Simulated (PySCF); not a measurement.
B2F3, SMILES F[B]B(F)F (connectivity only; charge and spin as stated), charge +1, multiplicity 1.

Geometry optimised at ωB97X-D3(BJ)/def2-SVP. The spin state was assumed, not searched. The isomer is the one that the SMILES or the coordinates give; other isomers of the formula were not compared. The values are those of a single conformer.

Method: PBE/def2-TZVPD (PySCF).

Symmetry labels are those of the subgroup C2v that the program uses (full group C2v).

Computed valence orbital energies around the gap with their symmetry:
```tsv
orbital	symmetry	energy (eV)
HOMO−7	B1	-20.69
HOMO−6	B2	-20.68
HOMO−5	B2	-19.74
HOMO−4	A1	-19.70
HOMO−3	B1	-18.59
HOMO−2	A2	-17.10
HOMO−1	B2	-16.77
HOMO	A1	-16.25
LUMO	B1	-10.84
LUMO+1	B2	-10.02
LUMO+2	A1	-6.92
LUMO+3	B1	-6.12
```
